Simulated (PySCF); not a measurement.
# Vibration and rotation of InN

UHF-CCSD(T) constants of InN, ³Σ⁻ (triplet), unpaired electrons π ↑↑ (PySCF, spin-free X2C with a Gaussian nucleus, basis sets In x2c-SVPall, N x2c-SVPall; masses 114.9039 and 14.0031 u):

| Quantity | Value |
| --- | --- |
| ωe | 433.9 cm⁻¹ |
| ωexe | 3.31 cm⁻¹ |
| Be | 0.27098 cm⁻¹ |
| αe | 0.00255 cm⁻¹ |
| D (centrifugal) | 4.23e-07 cm⁻¹ |
| De to In + N | 1.19 eV |

(1) Give the vibrational terms G(v) and spacings up to v = 6.

(2) How well does the Morse estimate ωe²/(4ωexe) reproduce De, and what is D0?

Correlated steps freeze 19 core orbitals. Correlated levels converge slowly with the basis: in double zeta they bind strong bonds too weakly, by up to about 1 eV, and carry superposition errors of some tenths. Spin–orbit coupling is left out, which matters for elements this heavy, above all for dissociation energies. The state is the lowest determinant that a PBE0 search found; another state may lie lower at other levels.

Answers

(1) G(v) = ωe(v+½) − ωexe(v+½)².

| v | G(v) (cm⁻¹) | G(v) − G(v−1) | Bv (cm⁻¹) |
| --- | --- | --- | --- |
| 0 | 216 |  | 0.2697 |
| 1 | 643 | 427 | 0.2672 |
| 2 | 1064 | 421 | 0.2646 |
| 3 | 1478 | 414 | 0.2621 |
| 4 | 1886 | 407 | 0.2595 |
| 5 | 2286 | 401 | 0.2570 |
| 6 | 2681 | 394 | 0.2544 |

(2) It gives 1.76 eV, 148 % of the computed De. D0 = De − G(0) = 1.19 − 0.03 = 1.16 eV.
